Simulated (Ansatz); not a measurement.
Consider the hydrogenolysis of a C–C bond: `CCBNC` + H₂ → `CBNC` + CH₄.

Isolated molecules relaxed with PBE0-D4/def2-TZVP in Ansatz; ΔE leaves out vibrations. CCSD(T)/CBS adds triple-zeta CCSD(T) − MP2 to the extrapolated MP2 energy (def2 sets, frozen cores). This one scheme is used for every species. Each species was taken in one conformer, which may not be the lowest.

```csv
species,HF/CBS(def2) energy (Eh)
`CCBNC`,-198.68815
H₂,-1.13356
`CBNC`,-159.64130
CH₄,-40.21695
```

Question: Work out ΔE.

Answer: ΔE = (-159.64130) + (-40.21695) − (-198.68815) − (-1.13356) = -0.03654 Eh = -95.9 kJ/mol. CCSD(T)/CBS gives -75.5 kJ/mol.

Largest T1 diagnostic among the species: 0.011.

In def2-TZVPP, CCSD(T) changes the Hartree–Fock value by +19.6 kJ/mol (the triples alone add +3.6 kJ/mol) and MP2 by +22.2 kJ/mol. The D4 term adds +8.8 kJ/mol with B3LYP and +4.9 kJ/mol with PBE0; it sums over pairs of atoms, weighted by their polarisabilities, and B3LYP, whose exchange is more repulsive, gets the larger term.

B3LYP here is the variant with VWN-RPA as its local correlation; programs differ in this.
